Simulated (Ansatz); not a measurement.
The first iterations of a band of AlFH5NSSi (10 atoms, charge 0, multiplicity 1).

These are results of RKS PBE0-D4/STO-3G (Ansatz), not measurements.

```yaml
movable_images: 9
climbing_image: yes
spring: 5.0 eV/Å²
optimiser: quadratic models (default)
start_path: IDPP
force_threshold: 0.05 eV/Å
iteration_limit: 31
end_points: relaxed
```

Image 0:

```xyz
10
Properties=species:S:1:pos:R:3
F -0.293 -1.982 -1.024
Si -0.191 -1.235 0.434
S 1.829 -1.300 1.092
N -0.798 0.382 0.251
Al -0.198 1.674 -0.749
H -0.993 -1.951 1.407
H 2.278 -0.530 0.073
H -1.658 0.546 0.802
H -0.955 2.964 -0.777
H 1.060 1.381 -1.505
```

Image 10:

```xyz
10
Properties=species:S:1:pos:R:3
F 0.627 -0.931 -0.848
Si 0.032 -0.783 0.788
S 1.583 -0.433 2.170
N -1.026 0.440 0.228
Al -0.459 0.397 -1.525
H -0.456 -2.123 1.044
H 1.755 0.859 1.802
H -1.064 1.311 0.791
H 0.424 1.534 -1.946
H -1.334 -0.323 -2.501
```

| iteration | highest image above the first end (eV) | largest band force component (eV/Å) |
| --- | --- | --- |
| 1 | 0.718 | 2.357 |
| 2 | 0.359 | 0.924 |
| 3 | 0.299 | 1.037 |
| 4 | 0.246 | 0.447 |

Q: Does the band converge within its limit, and where does its top end?

A: The forces met the threshold. It ended after 13 iterations with the highest image 0.156 eV above the first end. A vibrational analysis at the climbing image gives one clearly imaginary mode, 197i cm⁻¹: a first-order saddle point. Limits of this set-up: minimal basis.

Time of the run: 8.4 min on 1 thread of Arm Neoverse N1, on a shared host, peak memory 0.13 GiB.
